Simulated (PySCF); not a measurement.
Electron correlation in C (carbon, neutral)

[He] 2s2 2p2, high-spin 3P determinant. All numbers are calculated (PySCF 2.14, scalar relativity by spin-free X2C-1e, in aug-cc-pVQZ-DK). Frozen: 1s2; 4 electrons correlated.

```csv
level,correlation energy (mhartree)
CCSD,-91.13
(T),-2.40
CCSD(T),-93.53
```

Diagnostics: T1 = 0.0098, D1 = 0.0191, largest double amplitude 0.066.

Cost of the coupled-cluster step: roughly 16 core-seconds, for 4 correlated electrons.
